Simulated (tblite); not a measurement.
Compound: C5H11FO3Si.
Geometry (GFN2-xTB, Å), atoms numbered from 1 in this order:
```xyz
21
C5H11FO3Si angstrom
C     -1.9862   -2.2984   -0.2765
O     -2.0178   -0.9444    0.1034
Si    -0.8001    0.1025    0.1721
C     -1.6554    1.7070    0.7708
F     -0.7137    2.7197    0.8818
O     -0.0800    0.3226   -1.2787
C      1.2640    0.7519   -1.3428
C      2.1563   -0.0584   -0.4067
C      1.6948    0.0915    1.0400
O      0.3702   -0.3668    1.2121
H     -3.0038   -2.6806   -0.2001
H     -1.6331   -2.3967   -1.3037
H     -1.3304   -2.8641    0.3863
H     -2.1090    1.6063    1.7571
H     -2.4125    2.0731    0.0767
H      1.5818    0.6311   -2.3825
H      1.3129    1.8134   -1.0752
H      3.1880    0.2786   -0.4994
H      2.0949   -1.1118   -0.6870
H      1.7494    1.1438    1.3405
H      2.3208   -0.5036    1.7112
```

Computed values, GFN2-xTB/tblite, gas phase, harmonic and unscaled. Against measured fundamentals such values can be off by several per cent, at times by over 20. One conformer, not necessarily the lowest.

Harmonic wavenumbers (cm⁻¹): 50.8, 58.9, 65.7, 95.3, 96.0, 136.1, 182.0, 204.0, 232.4, 277.6, 302.5, 350.3, 417.2, 418.3, 549.2, 664.3, 731.1, 758.0, 814.6, 841.7, 907.8, 909.3, 935.1, 1011.9, 1022.2, 1103.8, 1120.2, 1122.2, 1129.6, 1134.6, 1159.2, 1186.6, 1193.9, 1213.3, 1250.6, 1278.2, 1319.2, 1335.7, 1336.5, 1399.2, 1441.3, 1450.7, 1471.2, 1472.1, 1477.4, 1482.6, 2916.6, 2919.4, 2945.8, 2946.6, 2969.3, 2976.2, 2986.5, 2989.0, 2991.4, 2994.3, 3007.5.

A = 1306, B = 1096, C = 801.1 MHz; mass 166.046 u (most abundant isotopes); point group Cs, symmetry number 1.

Question: What is the zero-point energy?

Answer: ½Σν̃ = 35876 cm⁻¹ = 429.18 kJ/mol.

Question: What is S at 298.15 K and 1 bar for an ideal gas of classical rigid rotors and harmonic oscillators?

Answer: Translation 172.61, rotation 125.59, vibration 162.02: S = 460.2 J/(mol K).

Question: And Cp and H(298.15 K) − H(0)?

Answer: Cp = 181.62 J/(mol K), of which vibrations give 148.37 (their classical limit is 57 R = 473.9); H(298.15 K) − H(0) = 34.14 kJ/mol without the zero-point energy, 24.23 from vibrations.

Question: How do the functions run with temperature in this model?

Answer: 
| T (K) | S (J/(mol K)) | Cp (J/(mol K)) | H − H(0) (kJ/mol) | G − H(0) (kJ/mol) | ln q(vib) |
| --- | --- | --- | --- | --- | --- |
| 100 | 316.0 | 97.5 | 6.53 | -25.07 | 2.65 |
| 200 | 396.9 | 139.2 | 18.44 | -60.94 | 6.38 |
| 300 | 461.4 | 182.5 | 34.48 | -103.93 | 9.77 |
| 500 | 575.2 | 267.0 | 79.77 | -207.82 | 16.06 |
| 800 | 720.5 | 350.1 | 173.49 | -402.90 | 24.76 |
| 1000 | 802.6 | 385.5 | 247.25 | -555.38 | 30.09 |

q(vib) and H(0) count from the zero-point level.

Question: What must be added to the electronic energy to get the Gibbs energy at 298.15 K and 1 bar?

Answer: ZPE + [H(298.15 K) − H(0)] − T·S = 429.18 + 34.14 − 137.22 = 326.10 kJ/mol.

Hindered rotation and anharmonicity are outside this model. Other conformers, if any are populated, would add a mixing term that is left out.
